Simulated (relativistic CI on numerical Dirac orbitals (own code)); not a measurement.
Ho3+: what numerical and physical settings do to a radial Dirac CI calculation

Reference input:

```
atom Ho  Z=67  charge=3  electrons=64
nucleus A=165  rms_radius_fm=5.2022
hamiltonian dirac-coulomb  breit=on  qed=on  c_scale=1
orbitals kli  potential=per-configuration
slater_scale 1
correlation none
mixing on
grid step=0.0125 r_max=50.3
scf mixing=0.4 start=green max_iterations=150 tolerance=2e-08 node_fill=0.05
configurations
  [Xe] 4f10
  [Kr] 4d10 4f12 5s2 5p4
end
```

Computed lowest total energy -12599.92463 Ha, first excitation 4992.7 cm⁻¹, 28 SCF steps. Runs with settings changed; * marks those that are bad on purpose:

```
                                           Changed        Outcome   Lowest level    ΔE (Ha)  First excitation (cm⁻¹)  SCF steps                                                                                           Message
                 QED terms off, iteration limit 30      converged  4f10 5p6 5I_8      -8.17                   4968.1         28                                                                                                  
                                    Breit term off      converged  4f10 5p6 5I_8      -12.1                   5210.5         28                                                                                                  
                               SCF tolerance 1e-05      converged  4f10 5p6 5I_8  -1.51e-06                   4992.7         22                                                                                                  
SCF mixing 0.9, SCF tolerance 1e-10, QED terms off      converged  4f10 5p6 5I_8      -8.17                   4968.1         37                                                                                                  
                    end of the grid at 1.51 bohr *  not converged                                                             1  SCF of 1s2 2s2 2p6 3s2 3p6 3d10 4s2 4p6 4d10 4f10 5s2 5p6 stopped: an orbital could not be found
                        nuclear radius 520.22 fm *      converged  4f10 5p6 5I_8       1290                   5332.3         27
```

With so few configurations and no correlation, terms lie too far apart (by 10 to 50 % near neutrality), their order can be wrong, and levels of other configurations are missing.
